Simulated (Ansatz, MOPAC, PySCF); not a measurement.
N2 (SMILES N#N) and CH3Cl (SMILES CCl) are pulled apart as rigid monomers along the line of their centres of mass, from the B3LYP-D3(BJ)/def2-TZVP minimum. Starting geometry (charge 0, multiplicity 1):
```xyz
7

N      0.218    -0.376    -0.164
N      1.102     0.083    -0.608
C     -0.952    -0.664     3.071
Cl     0.433     0.458     3.280
H     -0.565    -1.631     2.765
H     -1.472    -0.742     4.021
H     -1.607    -0.259     2.306
```

Interaction energies with rigid monomers; basis-set methods are counterpoise corrected unless marked otherwise.

Rows in 6-31G* carry no dispersion term and start afresh at each structure (6-31G* with six Cartesian d functions). MP2/6-31G* freezes PySCF's default core. The state that PM7 reach isn't checked; PM7 holds dispersion and hydrogen-bond terms.

Run with Ansatz (Gaussian orbitals); MOPAC for PM7 (differences of heats of formation); PySCF for 6-31G* rows, the dispersion terms. Each number belongs to the level named beside it.

```csv
N1···C3 (Å),PM7 (kcal/mol),BP86/6-31G* (no counterpoise) (kcal/mol),PBE0-D4/def2-TZVPPD (kcal/mol),M06-2X/6-31G* (no counterpoise) (kcal/mol),MP2/6-31G* (no counterpoise) (kcal/mol)
3.12,-2.70,?,-0.19,-1.13,-0.36
3.45,-2.25,0.27,?,-1.19,-0.89
3.96,-1.39,0.04,-0.70,-0.73,-0.65
4.81,-0.53,-0.06,-0.25,-0.20,-0.24
6.17,-0.13,-0.04,-0.02,-0.04,-0.07
```

Task: Fill in the missing entries.

Result: 
- 3.12, BP86/6-31G* (no counterpoise) (kcal/mol): 1.14
- 3.45, PBE0-D4/def2-TZVPPD (kcal/mol): -0.86

Ansatz is an electronic-structure program.
